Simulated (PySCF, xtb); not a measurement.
SnFI3, SMILES [F][Sn]([I])([I])[I].

Harmonic wavenumbers (cm⁻¹) from GFN2-xTB run with xtb at its own minimum, in rising order: 44, 44, 58, 103, 103, 139, 223, 224, 368.

What does PBE-D3(BJ)/def2-SVP in PySCF 2.14.0 give at its own minimum? (The exact figures need the calculation; the answer reports its results.)

46, 46, 68, 124, 124, 159, 223, 223, 605. Paired by order, the mean absolute difference is 35 cm⁻¹ and the zero-point energies are 1.9 and 2.3 kcal/mol.
